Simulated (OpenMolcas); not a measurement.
# Multiconfigurational calculation on Te2+

Input:

```
&GATEWAY
Coord
1

Te 0.0 0.0 0.0
Basis=ANO-RCC
Group=XYZ
NoMove
AngMom=0.0 0.0 0.0
AMFI
&SEWARD
* reference wave functions (RASSCF and RASSI steps not shown): 4 electrons in 9 orbitals (RAS2 5s 5p; RAS3 5d, at most 2 electrons)
>>> COPY JOB001 $Project.JobIph
&CASPT2
Multistate=6 1 2 3 4 5 6
Frozen=14 9
IPEA=0.25
Imaginary=0.1
MaxIter=60
WThr=0.0 0.3 0.05
PrWF=0.5
NoMix
>>> COPY JOB002 $Project.JobIph
&CASPT2
Multistate=12 1 2 3 4 5 6 7 8 9 10 11 12
Frozen=14 9
IPEA=0.25
Imaginary=0.1
MaxIter=60
WThr=0.0 0.3 0.05
PrWF=0.5
NoMix
>>> COPY JOB003 $Project.JobIph
&CASPT2
Multistate=1 1
Frozen=14 9
IPEA=0.25
Imaginary=0.1
MaxIter=60
WThr=0.0 0.3 0.05
PrWF=0.5
NoMix
...
```

Launched by
```bash
OMP_NUM_THREADS=1 MOLCAS_MEM=2252 MOLCAS_PROJECT=a pymolcas a.inp > a.log  # once for each step of the input, in one work folder
```

Output, cut to the results:

```
--- CASPT2 ---
Orbital specifications:
      -----------------------

      Symmetry species                           1   2
                                                ag  au
      Frozen orbitals                           14   9
      Inactive orbitals                          0   0
      Active orbitals                            6   3
      Secondary orbitals                        57  50
      Deleted orbitals                           0   0
      Number of basis functions                 77  62
Type of calculation                        MS-CASPT2
      Fock operator                              state-specific
      IPEA shift                                 0.25
      Real shift                                 0.00
      Imaginary shift                            0.10
      The input orbitals will be transformed to quasi-canonical
Reference energy:       -6788.3201716796
      E2 (Non-variational):      -0.0248905570
      Shift correction:          -0.0000520886
      E2 (Variational):          -0.0249426456
      Total energy:           -6788.3451143252
      Residual norm:              0.0000002423
      Reference weight:           0.99036
      Contributions to the CASPT2 correlation energy
      Active & Virtual Only:         -0.0248905570
      One Inactive Excited:           0.0000000000
      Two Inactive Excited:           0.0000000000
Reference energy:       -6788.3201716796
      E2 (Non-variational):      -0.0248906187
      Shift correction:          -0.0000520884
      E2 (Variational):          -0.0249427071
      Total energy:           -6788.3451143866
      Residual norm:              0.0000002423
      Reference weight:           0.99036
      Contributions to the CASPT2 correlation energy
      Active & Virtual Only:         -0.0248906187
      One Inactive Excited:           0.0000000000
      Two Inactive Excited:           0.0000000000
::    CASPT2 Root  1     Total energy:  -6788.34511433
::    CASPT2 Root  2     Total energy:  -6788.34511439
::    CASPT2 Root  3     Total energy:  -6788.34511681
::    CASPT2 Root  4     Total energy:  -6787.62755648
::    CASPT2 Root  5     Total energy:  -6787.62754645
::    CASPT2 Root  6     Total energy:  -6787.62754658
::    MS-CASPT2 Root  1     Total energy:  -6788.34524230
::    MS-CASPT2 Root  2     Total energy:  -6788.34523989
::    MS-CASPT2 Root  3     Total energy:  -6788.34523983
::    MS-CASPT2 Root  4     Total energy:  -6787.62743099
::    MS-CASPT2 Root  5     Total energy:  -6787.62742107
::    MS-CASPT2 Root  6     Total energy:  -6787.62742094
--- CASPT2 ---
Orbital specifications:
      -----------------------

      Symmetry species                           1   2
                                                ag  au
      Frozen orbitals                           14   9
      Inactive orbitals                          0   0
      Active orbitals                            6   3
      Secondary orbitals                        57  50
      Deleted orbitals                           0   0
      Number of basis functions                 77  62
Type of calculation                        MS-CASPT2
      Fock operator                              state-specific
      IPEA shift                                 0.25
      Real shift                                 0.00
      Imaginary shift                            0.10
      The input orbitals will be transformed to quasi-canonical
Reference energy:       -6788.2742477481
      E2 (Non-variational):      -0.0338184212
      Shift correction:          -0.0001321018
      E2 (Variational):          -0.0339505230
      Total energy:           -6788.3081982712
      Residual norm:              0.0000006329
      Reference weight:           0.98282
      Contributions to the CASPT2 correlation energy
      Active & Virtual Only:         -0.0338184212
      One Inactive Excited:           0.0000000000
      Two Inactive Excited:           0.0000000000
Reference energy:       -6788.2742477481
      E2 (Non-variational):      -0.0337314418
      Shift correction:          -0.0001288055
      E2 (Variational):          -0.0338602473
      Total energy:           -6788.3081079954
      Residual norm:              0.0000005971
      Reference weight:           0.98299
      Contributions to the CASPT2 correlation energy
      Active & Virtual Only:         -0.0337314418
      One Inactive Excited:           0.0000000000
      Two Inactive Excited:           0.0000000000
::    CASPT2 Root  1     Total energy:  -6788.30819827
::    CASPT2 Root  2     Total energy:  -6788.30810800
::    CASPT2 Root  3     Total energy:  -6788.30810458
::    CASPT2 Root  4     Total energy:  -6788.30810799
::    CASPT2 Root  5     Total energy:  -6788.30810826
::    CASPT2 Root  6     Total energy:  -6788.24849893
::    CASPT2 Root  7     Total energy:  -6787.58960495
::    CASPT2 Root  8     Total energy:  -6787.58962898
::    CASPT2 Root  9     Total energy:  -6787.58961536
::    CASPT2 Root 10     Total energy:  -6787.58962886
::    CASPT2 Root 11     Total energy:  -6787.58949588
::    CASPT2 Root 12     Total energy:  -6787.50373734
::    MS-CASPT2 Root  1     Total energy:  -6788.30840147
::    MS-CASPT2 Root  2     Total energy:  -6788.30831260
::    MS-CASPT2 Root  3     Total energy:  -6788.30831250
::    MS-CASPT2 Root  4     Total energy:  -6788.30831220
::    MS-CASPT2 Root  5     Total energy:  -6788.30830879
::    MS-CASPT2 Root  6     Total energy:  -6788.24917284
::    MS-CASPT2 Root  7     Total energy:  -6787.58942558
::    MS-CASPT2 Root  8     Total energy:  -6787.58942433
::    MS-CASPT2 Root  9     Total energy:  -6787.58941665
::    MS-CASPT2 Root 10     Total energy:  -6787.58939458
::    MS-CASPT2 Root 11     Total energy:  -6787.58929995
::    MS-CASPT2 Root 12     Total energy:  -6787.50305593
--- CASPT2 ---
Orbital specifications:
      -----------------------

      Symmetry species                           1   2
...
```

Levels above the lowest, from the spin-orbit matrix with the single-state CASPT2 energies, averaged by term, on its diagonal:

```tsv
Configuration	Term	J	E (cm-1)	Measured (cm-1)	g	Term weight %	Second
5s2 5p2	3P	0	0.0	0.0		94	6 1S
5s2 5p2	3P	1	4050	4757	1.501	100	
5s2 5p2	3P	2	7280	8167	1.413	82	18 1D
5s2 5p2	1D	2	16110	17360	1.088	82	18 3P
5s2 5p2	1S	0	29300	30398		94	6 3P
5s 5p3	5S*	2	58400	64586	1.993	98	
5s 5p3	3D*	1	78750	82889	0.550	94	5 3P*
5s 5p3	3D*	2	78870	83203	1.195	92	8 3P*
5s 5p3	3D*	3	80340	85206	1.334	100	
5s 5p3	3P*	2	91710		1.321	60	32 5s2 5p 5d 1D*
5s 5p3	3P*	0	92050	96062		100	
5s 5p3	3P*	1	92570	96582	1.454	95	5 3D*
```

Against the 10 measured excited levels shown (the list in Zhang, Palmeri, Quinet and Biemont, Astron. Astrophys. 551, A136 (2013)) the mean absolute deviation is 3100 cm-1; the largest miss in energy is 5s 5p3 5S* 2: computed 58400, measured 64586 cm-1 (-9.6 %), and the largest in proportion 5s2 5p2 3P1 (-14.8 %).

CASPT2 breaks the degeneracy within a term, and the mean is taken; among the terms shown or strongly mixed into the levels shown the widest spread is 21 cm-1 (5s2 5p2 1D). Over all roots computed the reference weight is 0.95 to 1.00; the roots of lowest weight are the least certain, and an intruder state may touch them. The run also gave levels led by 5s 5p2 5d, 5s2 5p 5d, which use shells meant for correlation; these and all levels above them are left out. Some terms mix strongly with configurations of 5d, whose occupation reaches 0.23 (5s 5p3 3D*, 5s 5p3 3P*). Computed and measured levels are paired by configuration, term and J; levels that our copy of the source lacks, or whose pairing is in doubt (as where it misses far off the trend of its configuration), stay unpaired and out of the deviations. Levels of configurations outside the active space are missing. The first state left out of the spin-orbit step lies near 120000 cm-1 above the lowest spin-free state of the reference (among the parities and spins computed), and the list stops at four fifths of that energy or lower.

The CASPT2 steps took 41 s on 1 thread of Arm Neoverse V2, with other jobs on the host; the integral step is not counted.

The term weight is that of the spin-free term in the level, not the purity of its configuration. * marks odd parity.
